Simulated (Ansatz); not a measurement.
`C=C[SiH2]CN`, 14 atoms. Total charge 0; spin multiplicity 1. All runs use 4 threads of a server CPU on a shared host. Correlated methods freeze the cores.

Give the basis size and wall time and peak host memory of each of these runs in Ansatz. RHF-MP2/def2-QZVPP energy; direct RPA on PBE orbitals/def2-TZVPP energy; RKS PBE0-D4/def2-SVP energy; RKS B2PLYP (frozen core)/def2-TZVPP energy; RKS B97M-V/def2-TZVPP energy; RHF-CCSD(T)/def2-TZVPP energy; RKS PBE0-D4/def2-TZVP relaxation (13 steps); RHF-CCSD(T)/def2-SVP energy; RKS ωB97M-V/def2-SVP energy; RKS revPBE-D4/def2-TZVPP energy; RKS PBE0-D4/def2-TZVP frequencies; RKS r2SCAN0-D4/def2-TZVPP energy. (An estimate is asked.)

Ansatz gave: Other jobs shared the machine, so times are rough.

```csv
level,job,functions,wall time,peak host memory (GiB)
RKS PBE0-D4/def2-SVP,energy,119,2.7 s,0.27
RKS revPBE-D4/def2-TZVPP,energy,292,4 s,0.4
RKS ωB97M-V/def2-SVP,energy,119,7 s,0.37
RKS r2SCAN0-D4/def2-TZVPP,energy,292,7 s,0.78
RHF-CCSD(T)/def2-SVP,energy,119,11 s,0.67
RKS B2PLYP (frozen core)/def2-TZVPP,energy,292,11 s,0.84
RKS B97M-V/def2-TZVPP,energy,292,12 s,0.49
direct RPA on PBE orbitals/def2-TZVPP,energy,292,15 s,0.83
RKS PBE0-D4/def2-TZVP,relaxation (13 steps),215,72 s,0.58
RHF-MP2/def2-QZVPP,energy,568,72 s,4.4
RKS PBE0-D4/def2-TZVP,frequencies,215,6.5 min,0.58
RHF-CCSD(T)/def2-TZVPP,energy,292,6.9 min,9.1
```
